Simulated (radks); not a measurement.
Problem. Ionisation of neutral beryllium, [He] 2s2, to [He] 2s1 as the strength of local exchange is varied. Method: scalar-relativistic Kohn-Sham, Slater X-alpha exchange (alpha = 2/3 is LDA exchange), no correlation, spin-polarised, spherical densities, finite nucleus; Fermi nuclear charge, rms radius 2.519 fm; computed with a radial shooting solver on a logarithmic mesh with Libxc functionals.

| alpha | E(Be) (hartree) | exchange (hartree) | IE (eV) | -e of the level emptied (eV) | <r> of it (bohr) |
|---|---|---|---|---|---|
| 0.593 | -13.97576 | -2.00363 | 7.223 | 4.162 (2s) | 2.749 |
| 0.667 | -14.22724 | -2.27971 | 7.643 | 4.630 (2s) | 2.681 |
| 0.674 | -14.25118 | -2.30612 | 7.683 | 4.675 (2s) | 2.675 |
| 0.74 | -14.47815 | -2.55768 | 8.070 | 5.111 (2s) | 2.618 |
| 0.87 | -14.93193 | -3.06653 | 8.862 | 6.015 (2s) | 2.514 |
| ? | -15.06625 | -3.21861 | 9.101 | 6.292 (2s) | 2.486 |

Which alpha was used in the last row?

Solution. alpha = 0.908. NIST Atomic Spectra Database: 9.323 eV (measured). The central value is not met in this range of alpha.
